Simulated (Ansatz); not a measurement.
Cost and result up the ladder for TaSi7 (8 atoms). Charge 0, multiplicity 2. Geometry: PBE-D4/def2-SVP.

```xyz
8

Ta    2.631   -0.573   -0.372
Si    1.770   -0.579    1.946
Si   -1.170    0.958   -0.173
Si   -3.391    0.488   -0.414
Si    0.990    1.357    0.771
Si    0.239   -1.031    0.054
Si   -2.091   -1.397   -0.165
Si    1.021    0.777   -1.648
```

Ansatz on 4 threads of Arm Neoverse V1 on a shared host. Times are rough, and most runs start from the orbitals of an earlier one. PBE0-D4/def2-TZVP serves as the yardstick here, not as an exact answer. Differences are given only for rows in sets of like size (and for xTB, whose basis is part of the method), since another set adds its own error. Binding counts from free atoms at the same level (Ta quartet, Si triplet; other spins of the atoms weren't run), without zero-point energy or a counterpoise term.

In the def2 sets Ta takes a core potential; there is no spin–orbit coupling. Correlated methods freeze 35 core orbitals; core or outer-core shells of Ta are correlated, in sets that lack core-valence functions. The structure comes from a short search, and lower isomers may exist.

Run but left out: MP2/def2-TZVP, CCSD(T)/def2-SVP (⟨S²⟩ 2.03 to 2.12, where a pure state has 0.75).

Correlated methods converge slowly with the basis.

```
                          level  functions  wall time  binding energy per atom (eV)  difference from PBE0-D4/def2-TZVP (eV)
                PBE-D4/def2-SVP        158      7.5 s                          3.68                                       –
               PBE0-D4/def2-SVP        158       13 s                          3.47                                       –
               PBE-D4/def2-TZVP        299       14 s                          3.75                                    0.20
              BLYP-D4/def2-TZVP        299       18 s                          3.38                                   -0.17
              RPA@PBE/def2-TZVP        299       33 s                          3.05                                   -0.50
            r2SCAN-D4/def2-TZVP        299       48 s                          3.59                                    0.04
PBE0-D4/def2-TZVP (with forces)        299       56 s                          3.55                                    0.00
               B97M-V/def2-TZVP        299       67 s                          3.66                                    0.11
```
